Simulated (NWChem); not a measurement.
CH₃BeBrS; SMILES C[S][Be][Br]

```xyz
7

Be     0.3016     0.2246     0.0000
Br    -0.0256    -1.7147     0.0000
S      0.6449     2.0881     0.0000
C     -1.0720     2.8010     0.0000
H     -1.6234     2.5070    -0.8947
H     -0.9514     3.8860     0.0000
H     -1.6234     2.5070     0.8947
```
Atoms are numbered in this order, from 1.

All runs: NWChem. Coordinates come from a B3LYP/6-31G* (spherical d) optimisation.

Question: Estimate the computed values for PBE/aug-pcseg-1. Quantities: highest occupied level (eV); orbital gap (eV); dipole (D).

Answer: 
```json
{
 "highest occupied level (eV)": "-6.14",
 "orbital gap (eV)": "4.16",
 "dipole (D)": "1.75"
}
```
